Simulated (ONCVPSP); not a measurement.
## Transferability test, ONCV potential for Sn

ONCVPSP 4.0.1 input, shortened (lines: element, Z, core and valence counts, functional; n l f; lmax; l rc ep ncon nbas qcut; lloc lpopt rc5 dvloc0; l nproj debl; icmod fcfact rcfact), PBEsol, scalar-relativistic:

```
  Sn 50.00    8    3  -116133      upf
    1    0    2.00
    2    0    2.00
    2    1    6.00
    3    0    2.00
    3    1    6.00
    3    2   10.00
    4    0    2.00
    4    1    6.00
    4    2   10.00
    5    0    2.00
    5    1    2.00
    3
    0    2.20    0.00    3    7    2.10
    1    2.10    0.00    3    6    3.20
    2    1.35    0.00    4    9   11.10
    3    1.70    0.29    5    8    6.10
    4    5    1.25    0.00
    0    1    2.80
    1    2    2.30
    2    2    2.10
    3    2    1.30
    1    0.30    0.00
```

Energies are relative to the spin-unpolarised reference configuration 4d10 5s2 5p2; without spin polarisation the order of configurations can differ from experiment. Not all tests gave a result: 1 of 4 tests not solved or not reliable.

```json
{"valence configuration": "4d10 5s2 5p1", "charge": "+1", "ΔE all-electron (eV)": "6.898", "error AE − PS (meV)": "-1.4"}
{"valence configuration": "4d10 5s2 5p0", "charge": "+2", "ΔE all-electron (eV)": "20.870", "error AE − PS (meV)": "-4.2"}
{"valence configuration": "4d10 5s1 5p0", "charge": "+3", "ΔE all-electron (eV)": "51.886", "error AE − PS (meV)": "-20"}
```

Levels in the configuration 4d10 5s2 5p0:

```tsv
level	all-electron (eV)	pseudo (eV)
4d	-43.204	-42.999
5s	-26.161	-26.140
```

Note: ghosts flagged at negative energy: s at -113.7 eV; GHOST(+) flagged for p at 46.4 eV. A true bound ghost makes a file unfit for plane-wave use.
